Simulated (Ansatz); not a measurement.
**Molecular dynamics of BCl$_{2}$H$_{6}$NSi**

input.yaml

```yaml
crystal:
  periodic: [false, false, false]
  atoms:
    - { symbol: B, position_ang: [0.073698, 0.329834, 0.446275] }
    - { symbol: "N", position_ang: [-0.115535, -0.450739, 1.775611] }
    - { symbol: H, position_ang: [-0.836476, -1.174486, 1.799016] }
    - { symbol: H, position_ang: [0.724163, -0.678412, 2.311744] }
    - { symbol: Cl, position_ang: [1.82725, 0.687712, 0.090785] }
    - { symbol: Cl, position_ang: [-0.97689, -0.29904, -0.907705] }
    - { symbol: Si, position_ang: [-0.775238, 2.450329, 0.737728] }
    - { symbol: H, position_ang: [-2.25543, 2.537505, 0.9856] }
    - { symbol: H, position_ang: [-0.062649, 3.320132, 1.735181] }
    - { symbol: H, position_ang: [-0.477444, 2.940091, -0.642556] }
    - { symbol: H, position_ang: [-0.519249, 0.873574, 1.645222] }
basis:
  gaussian: { orbitals: "6-31G*" }
hamiltonian:
  xc: pbe
md:
  timestep: 0.5
  n_steps: 200
  ensemble: nve
  temperature: 100.0
  initial_velocities: maxwell_boltzmann
  seed: 6772
```

Command:

```bash
$ ansatz run input.yaml --threads 2 --pin off --max-ram 3072MiB --backend cpu --events-out ev --progress --plain --runs-dir out
```

It starts at the highest image of a converged band. Of that band: Neighbouring images differ by up to 1.5 eV, so the band resolves the path poorly. A vibrational analysis at the climbing image gives one clearly imaginary mode, 1257i cm⁻¹: a first-order saddle point.

Output, in part (one step line in 3, the closing report, with atoms numbered from 0):

```
md step     0: t =     0.00 fs  T =   100.0 K  F+E_penalty+E_count = -35168.95132355 eV  E_kin = 0.116334 eV  conserved = -35168.83498955 eV  (27 SCF iters)
md step     3: t =     1.50 fs  T =    89.7 K  F+E_penalty+E_count = -35168.93918775 eV  E_kin = 0.104351 eV  conserved = -35168.83483673 eV  (31 SCF iters)
md step     6: t =     3.00 fs  T =    74.1 K  F+E_penalty+E_count = -35168.92088659 eV  E_kin = 0.086199 eV  conserved = -35168.83468745 eV  (32 SCF iters)
md step     9: t =     4.50 fs  T =    69.3 K  F+E_penalty+E_count = -35168.91539921 eV  E_kin = 0.080672 eV  conserved = -35168.83472718 eV  (31 SCF iters)
md step    12: t =     6.00 fs  T =    74.0 K  F+E_penalty+E_count = -35168.92081569 eV  E_kin = 0.086131 eV  conserved = -35168.83468468 eV  (31 SCF iters)
md step    15: t =     7.50 fs  T =    92.8 K  F+E_penalty+E_count = -35168.94256461 eV  E_kin = 0.107993 eV  conserved = -35168.83457147 eV  (30 SCF iters)
md step    18: t =     9.00 fs  T =   139.4 K  F+E_penalty+E_count = -35168.99653381 eV  E_kin = 0.162129 eV  conserved = -35168.83440436 eV  (30 SCF iters)
md step    21: t =    10.50 fs  T =   236.6 K  F+E_penalty+E_count = -35169.10931141 eV  E_kin = 0.275204 eV  conserved = -35168.83410749 eV  (30 SCF iters)
md step    24: t =    12.00 fs  T =   417.0 K  F+E_penalty+E_count = -35169.31973726 eV  E_kin = 0.485156 eV  conserved = -35168.83458105 eV  (30 SCF iters)
md step    27: t =    13.50 fs  T =   635.8 K  F+E_penalty+E_count = -35169.57581489 eV  E_kin = 0.739631 eV  conserved = -35168.83618385 eV  (28 SCF iters)
md step    30: t =    15.00 fs  T =   817.7 K  F+E_penalty+E_count = -35169.78536102 eV  E_kin = 0.951255 eV  conserved = -35168.83410578 eV  (30 SCF iters)
md step    33: t =    16.50 fs  T =  1068.7 K  F+E_penalty+E_count = -35170.08146883 eV  E_kin = 1.243234 eV  conserved = -35168.83823497 eV  (30 SCF iters)
md step    36: t =    18.00 fs  T =  1102.5 K  F+E_penalty+E_count = -35170.11990305 eV  E_kin = 1.282583 eV  conserved = -35168.83732006 eV  (29 SCF iters)
md step    39: t =    19.50 fs  T =   976.2 K  F+E_penalty+E_count = -35169.97046721 eV  E_kin = 1.135675 eV  conserved = -35168.83479174 eV  (30 SCF iters)
md step    42: t =    21.00 fs  T =   967.3 K  F+E_penalty+E_count = -35169.95980033 eV  E_kin = 1.125316 eV  conserved = -35168.83448397 eV  (31 SCF iters)
md step    45: t =    22.50 fs  T =  1118.2 K  F+E_penalty+E_count = -35170.13702458 eV  E_kin = 1.300801 eV  conserved = -35168.83622392 eV  (30 SCF iters)
md step    48: t =    24.00 fs  T =  1212.1 K  F+E_penalty+E_count = -35170.24991905 eV  E_kin = 1.410124 eV  conserved = -35168.83979510 eV  (30 SCF iters)
md step    51: t =    25.50 fs  T =   976.4 K  F+E_penalty+E_count = -35169.97042068 eV  E_kin = 1.135890 eV  conserved = -35168.83453064 eV  (30 SCF iters)
md step    54: t =    27.00 fs  T =   896.7 K  F+E_penalty+E_count = -35169.87902987 eV  E_kin = 1.043123 eV  conserved = -35168.83590724 eV  (30 SCF iters)
md step    57: t =    28.50 fs  T =   903.3 K  F+E_penalty+E_count = -35169.88929445 eV  E_kin = 1.050828 eV  conserved = -35168.83846692 eV  (28 SCF iters)
md step    60: t =    30.00 fs  T =   685.4 K  F+E_penalty+E_count = -35169.63226978 eV  E_kin = 0.797379 eV  conserved = -35168.83489092 eV  (31 SCF iters)
md step    63: t =    31.50 fs  T =   557.2 K  F+E_penalty+E_count = -35169.48230599 eV  E_kin = 0.648215 eV  conserved = -35168.83409135 eV  (30 SCF iters)
md step    66: t =    33.00 fs  T =   608.3 K  F+E_penalty+E_count = -35169.54447560 eV  E_kin = 0.707642 eV  conserved = -35168.83683318 eV  (30 SCF iters)
md step    69: t =    34.50 fs  T =   544.0 K  F+E_penalty+E_count = -35169.47199530 eV  E_kin = 0.632905 eV  conserved = -35168.83909044 eV  (29 SCF iters)
md step    72: t =    36.00 fs  T =   328.3 K  F+E_penalty+E_count = -35169.21366444 eV  E_kin = 0.381901 eV  conserved = -35168.83176362 eV  (30 SCF iters)
md step    75: t =    37.50 fs  T =   460.0 K  F+E_penalty+E_count = -35169.37449660 eV  E_kin = 0.535136 eV  conserved = -35168.83936098 eV  (30 SCF iters)
md step    78: t =    39.00 fs  T =   404.9 K  F+E_penalty+E_count = -35169.30696568 eV  E_kin = 0.471094 eV  conserved = -35168.83587212 eV  (31 SCF iters)
md step    81: t =    40.50 fs  T =   327.2 K  F+E_penalty+E_count = -35169.21388740 eV  E_kin = 0.380595 eV  conserved = -35168.83329274 eV  (31 SCF iters)
md step    84: t =    42.00 fs  T =   513.8 K  F+E_penalty+E_count = -35169.43245087 eV  E_kin = 0.597769 eV  conserved = -35168.83468159 eV  (29 SCF iters)
md step    87: t =    43.50 fs  T =   804.5 K  F+E_penalty+E_count = -35169.77469602 eV  E_kin = 0.935926 eV  conserved = -35168.83876961 eV  (31 SCF iters)
md step    90: t =    45.00 fs  T =   858.9 K  F+E_penalty+E_count = -35169.83433059 eV  E_kin = 0.999246 eV  conserved = -35168.83508499 eV  (29 SCF iters)
md step    93: t =    46.50 fs  T =  1007.3 K  F+E_penalty+E_count = -35170.00930959 eV  E_kin = 1.171824 eV  conserved = -35168.83748586 eV  (30 SCF iters)
md step    96: t =    48.00 fs  T =  1067.1 K  F+E_penalty+E_count = -35170.08110713 eV  E_kin = 1.241440 eV  conserved = -35168.83966716 eV  (29 SCF iters)
md step    99: t =    49.50 fs  T =   770.6 K  F+E_penalty+E_count = -35169.73141356 eV  E_kin = 0.896482 eV  conserved = -35168.83493172 eV  (31 SCF iters)
md step   102: t =    51.00 fs  T =   566.5 K  F+E_penalty+E_count = -35169.49258655 eV  E_kin = 0.659034 eV  conserved = -35168.83355221 eV  (30 SCF iters)
md step   105: t =    52.50 fs  T =   626.6 K  F+E_penalty+E_count = -35169.56493454 eV  E_kin = 0.728901 eV  conserved = -35168.83603330 eV  (30 SCF iters)
md step   108: t =    54.00 fs  T =   691.2 K  F+E_penalty+E_count = -35169.64238022 eV  E_kin = 0.804067 eV  conserved = -35168.83831341 eV  (31 SCF iters)
md step   111: t =    55.50 fs  T =   669.6 K  F+E_penalty+E_count = -35169.61199912 eV  E_kin = 0.778999 eV  conserved = -35168.83300048 eV  (31 SCF iters)
md step   114: t =    57.00 fs  T =   886.7 K  F+E_penalty+E_count = -35169.87139040 eV  E_kin = 1.031534 eV  conserved = -35168.83985607 eV  (28 SCF iters)
md step   117: t =    58.50 fs  T =   826.1 K  F+E_penalty+E_count = -35169.79825326 eV  E_kin = 0.961063 eV  conserved = -35168.83719014 eV  (30 SCF iters)
md step   120: t =    60.00 fs  T =   592.6 K  F+E_penalty+E_count = -35169.52382448 eV  E_kin = 0.689439 eV  conserved = -35168.83438500 eV  (30 SCF iters)
md step   123: t =    61.50 fs  T =   497.7 K  F+E_penalty+E_count = -35169.41311215 eV  E_kin = 0.579010 eV  conserved = -35168.83410174 eV  (31 SCF iters)
md step   126: t =    63.00 fs  T =   576.7 K  F+E_penalty+E_count = -35169.50699477 eV  E_kin = 0.670901 eV  conserved = -35168.83609368 eV  (31 SCF iters)
md step   129: t =    64.50 fs  T =   619.6 K  F+E_penalty+E_count = -35169.55811075 eV  E_kin = 0.720785 eV  conserved = -35168.83732569 eV  (31 SCF iters)
md step   132: t =    66.00 fs  T =   591.5 K  F+E_penalty+E_count = -35169.52161498 eV  E_kin = 0.688116 eV  conserved = -35168.83349939 eV  (30 SCF iters)
md step   135: t =    67.50 fs  T =   746.3 K  F+E_penalty+E_count = -35169.70622578 eV  E_kin = 0.868166 eV  conserved = -35168.83805967 eV  (31 SCF iters)
md step   138: t =    69.00 fs  T =   737.9 K  F+E_penalty+E_count = -35169.69531307 eV  E_kin = 0.858436 eV  conserved = -35168.83687747 eV  (30 SCF iters)
md step   141: t =    70.50 fs  T =   587.0 K  F+E_penalty+E_count = -35169.51772170 eV  E_kin = 0.682884 eV  conserved = -35168.83483783 eV  (31 SCF iters)
md step   144: t =    72.00 fs  T =   522.4 K  F+E_penalty+E_count = -35169.44186387 eV  E_kin = 0.607777 eV  conserved = -35168.83408693 eV  (31 SCF iters)
md step   147: t =    73.50 fs  T =   633.2 K  F+E_penalty+E_count = -35169.57179881 eV  E_kin = 0.736607 eV  conserved = -35168.83519183 eV  (30 SCF iters)
md step   150: t =    75.00 fs  T =   808.9 K  F+E_penalty+E_count = -35169.77704347 eV  E_kin = 0.941033 eV  conserved = -35168.83601016 eV  (30 SCF iters)
md step   153: t =    76.50 fs  T =   991.9 K  F+E_penalty+E_count = -35169.98910086 eV  E_kin = 1.153891 eV  conserved = -35168.83521006 eV  (29 SCF iters)
md step   156: t =    78.00 fs  T =  1162.8 K  F+E_penalty+E_count = -35170.19185805 eV  E_kin = 1.352730 eV  conserved = -35168.83912790 eV  (29 SCF iters)
md step   159: t =    79.50 fs  T =  1030.1 K  F+E_penalty+E_count = -35170.03561698 eV  E_kin = 1.198306 eV  conserved = -35168.83731060 eV  (29 SCF iters)
md step   162: t =    81.00 fs  T =   749.3 K  F+E_penalty+E_count = -35169.70640370 eV  E_kin = 0.871664 eV  conserved = -35168.83474014 eV  (30 SCF iters)
md step   165: t =    82.50 fs  T =   610.7 K  F+E_penalty+E_count = -35169.54451171 eV  E_kin = 0.710397 eV  conserved = -35168.83411504 eV  (30 SCF iters)
md step   168: t =    84.00 fs  T =   670.7 K  F+E_penalty+E_count = -35169.61718103 eV  E_kin = 0.780306 eV  conserved = -35168.83687489 eV  (30 SCF iters)
md step   171: t =    85.50 fs  T =   635.6 K  F+E_penalty+E_count = -35169.57801921 eV  E_kin = 0.739464 eV  conserved = -35168.83855508 eV  (29 SCF iters)
md step   174: t =    87.00 fs  T =   494.2 K  F+E_penalty+E_count = -35169.40705691 eV  E_kin = 0.574884 eV  conserved = -35168.83217299 eV  (31 SCF iters)
md step   177: t =    88.50 fs  T =   680.0 K  F+E_penalty+E_count = -35169.63027214 eV  E_kin = 0.791068 eV  conserved = -35168.83920379 eV  (30 SCF iters)
md step   180: t =    90.00 fs  T =   668.1 K  F+E_penalty+E_count = -35169.61419083 eV  E_kin = 0.777262 eV  conserved = -35168.83692933 eV  (30 SCF iters)
md step   183: t =    91.50 fs  T =   534.7 K  F+E_penalty+E_count = -35169.45622522 eV  E_kin = 0.622015 eV  conserved = -35168.83421035 eV  (31 SCF iters)
md step   186: t =    93.00 fs  T =   577.6 K  F+E_penalty+E_count = -35169.50626907 eV  E_kin = 0.671910 eV  conserved = -35168.83435886 eV  (30 SCF iters)
md step   189: t =    94.50 fs  T =   770.3 K  F+E_penalty+E_count = -35169.73392511 eV  E_kin = 0.896167 eV  conserved = -35168.83775799 eV  (31 SCF iters)
md step   192: t =    96.00 fs  T =   805.0 K  F+E_penalty+E_count = -35169.77258466 eV  E_kin = 0.936443 eV  conserved = -35168.83614157 eV  (30 SCF iters)
md step   195: t =    97.50 fs  T =   862.0 K  F+E_penalty+E_count = -35169.83766507 eV  E_kin = 1.002788 eV  conserved = -35168.83487670 eV  (30 SCF iters)
md step   198: t =    99.00 fs  T =  1018.6 K  F+E_penalty+E_count = -35170.02345525 eV  E_kin = 1.185035 eV  conserved = -35168.83842016 eV  (30 SCF iters)
md step   200: t =   100.00 fs  T =   987.5 K  F+E_penalty+E_count = -35169.98569739 eV  E_kin = 1.148803 eV  conserved = -35168.83689434 eV  (28 SCF iters)
Total energy: -35169.98573199 eV, -1292.4731365782 hartree
Atom 0 at    -0.048823     0.796651     0.289012 Å, force     1.526777    -4.330011    -0.101546 eV/Å
Atom 1 at    -0.170410    -0.328440     1.798077 Å, force    -1.157625     2.157188     1.596792 eV/Å
Atom 2 at    -0.610718    -1.201206     1.496932 Å, force     0.070433    -0.298324     0.001877 eV/Å
Atom 3 at     0.761446    -0.473639     2.212632 Å, force     0.060923    -0.279486    -0.379618 eV/Å
Atom 4 at     1.829567     0.596455     0.071013 Å, force    -0.541058     0.589936    -0.085177 eV/Å
Atom 5 at    -0.915007    -0.402189    -0.935130 Å, force     0.058905     0.955808     0.404495 eV/Å
Atom 6 at    -0.774364     2.467337     0.802398 Å, force    -1.220765     2.704942    -0.253095 eV/Å
Atom 7 at    -2.188746     2.393557     1.358736 Å, force     0.302617    -0.164913     0.152122 eV/Å
Atom 8 at     0.118341     3.234431     1.737352 Å, force    -0.049022    -0.160886     0.226485 eV/Å
Atom 9 at    -0.959332     3.432468    -0.363792 Å, force     0.130634    -0.302643     0.152533 eV/Å
Atom 10 at    -0.753810     0.090222     2.624663 Å, force     0.818181    -0.871611    -1.714867 eV/Å
Dipole moment:    -0.200213    -0.462500     1.104210 e Å
```

All steps were run. The conserved energy stayed within 0.52 meV per atom of its start (net change -0.17 meV per atom), so the integration is sound. The kinetic energy rose, since the run started high on the potential surface and went downhill. A run of 0.1 ps of so small a system gives no equilibrium averages. The orbitals stay closed-shell, which can raise the energy where a bond breaks towards radicals; this wasn't checked here.

Between its relaxed ends the band would form B1–Si7, N2–H11 and break Si7–H11. These pairs go: B1–Si7 2.30 → 1.89 Å, N2–H11 1.39 → 1.09 Å, Si7–H11 1.84 → 3.00 Å. In the last frame they stand as after the step (other bonds may differ from the relaxed reactants and products). It ends as one piece, BCl2H6NSi. Pairs count as bonded within 1.25 times the sum of covalent radii (0.12 Å more for H–H).

Last frame:

```xyz
11
Properties=species:S:1:pos:R:3
B -0.049 0.797 0.289
N -0.170 -0.328 1.798
H -0.611 -1.201 1.497
H 0.761 -0.474 2.213
Cl 1.830 0.597 0.071
Cl -0.915 -0.402 -0.935
Si -0.774 2.467 0.802
H -2.189 2.394 1.359
H 0.118 3.234 1.737
H -0.959 3.433 -0.364
H -0.754 0.090 2.625
```

Time of the run: 3.7 min on 2 threads of Intel(R) Xeon(R) 6975P-C (Granite Rapids), with other jobs on the host, peak memory 0.17 GiB.
